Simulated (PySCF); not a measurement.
Spinor energies of Ir(51+) (iridium, charge +51)

Start: [Ar] 3d8; 3d3/2 filled at m_j = -3/2, -1/2, +1/2, +3/2; 3d5/2 filled at m_j = -1/2, +1/2, +3/2, +5/2. Calculated with PySCF 2.14 in an even-tempered Gaussian basis (15 s from 14 bohr⁻², ratio 2.8; 13 p from 18 bohr⁻², ratio 2.8; 8 d from 18 bohr⁻², ratio 2.8; 3 f from 64 bohr⁻², ratio 3): generalised Hartree-Fock with the X2C-1e Hamiltonian and a Gaussian nucleus; one run each with spin-orbit coupling (SO) switched off, then screened by Boettger's factors.

| spinor shell | electrons | ε, spin-free (eV) | ε, screened SO (eV) | weight of nominal j (screened SO) | rms radius, screened SO (bohr) |
| --- | --- | --- | --- | --- | --- |
| 1s1/2 | 2 | -79523.8 | -79495.9 | 1.000 | 0.0197 |
| 2s1/2 | 2 | -16449.8 | -16440.1 | 1.000 | 0.0793 |
| 2p1/2 | 2 | -14691.1 | -15870.8 | 1.000 | 0.0672 |
| 2p3/2 | 4 | -14691.1 | -14219.0 | 1.000 | 0.0748 |
| 3s1/2 | 2 | -5918.2 | -5915.3 | 1.000 | 0.198 |
| 3p1/2 | 2 | -5388.5 | -5675.1 | 1.000 | 0.189 |
| 3p3/2 | 4 | -5388.5 | -5271.5 | 1.000 | 0.204 |
| 3d3/2 | 4 | -4854.7 | -4903.7 | 0.996 | 0.176 |
| 3d5/2 | 4 | -4854.7 | -4818.4 | 0.997 | 0.180 |

```
   quantity     spin-free   screened SO
E (hartree)  -15709.71441  -15735.95428
        M_J             4             4
       ⟨J²⟩        20.000        20.000
       ⟨L²⟩        12.000        13.183
       ⟨S²⟩         2.000         1.794
```

Each row is a mean over spinors that exchange with the open shell spreads, by up to 40.463 eV (3p3/2).

Breit and QED terms are absent; they matter most for the inner s and p1/2 levels.

Densities and radii are taken from the X2C orbitals without a picture-change correction, which distorts them close to the nucleus.

Without spin-orbit coupling the j labels of p, d and f shells carry no meaning; the spin-free column gives the mean over the occupied spinors of each nl shell.
